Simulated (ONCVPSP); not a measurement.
**S: excitation energies, all-electron against ONCV**

- Element: sulfur (S)
- Generator: ONCVPSP 4.0.1
- Type: optimised norm-conserving Vanderbilt (ONCV)
- Functional: LDA (Perdew-Zunger)
- Relativity: scalar-relativistic
- Frozen core: [Ne]
- Valence charge: 6
- Reference configuration: 3s2 3p2 (charge +2)
- Partial waves: 3s: rc 1.40 bohr, ncon 4, nbas 9, qcut 5 1/bohr, 2 projectors, debl 0.7 Ha; 3p: rc 1.10 bohr, ncon 4, nbas 8, qcut 8.4 1/bohr, 1 projector
- Local potential: polynomial inside 1.10 bohr (lpopt 5, dvloc0 0 Ha)
- Core correction: Teter function, fcfact 5.75, rcfact 1.5

In the s channel the program set the typed energies aside and used -1.448, 0.250 Ha.

Energies are relative to the spin-unpolarised reference configuration 3s2 3p2; without spin polarisation the order of configurations can differ from experiment.

(1) Give the all-electron excitation energy and the error of the potential for: 3s2 3p4; 3s2 3p3; 3s2 3p1; 3s0 3p6.

## Answers

(1)

```
valence configuration  charge  ΔE all-electron (eV)  error AE − PS (meV)
              3s2 3p4       0               -34.236                  +17
              3s2 3p3      +1               -22.373                 +5.5
              3s2 3p1      +3                34.158                 +0.1
              3s0 3p6       0               -13.629                  +23
```
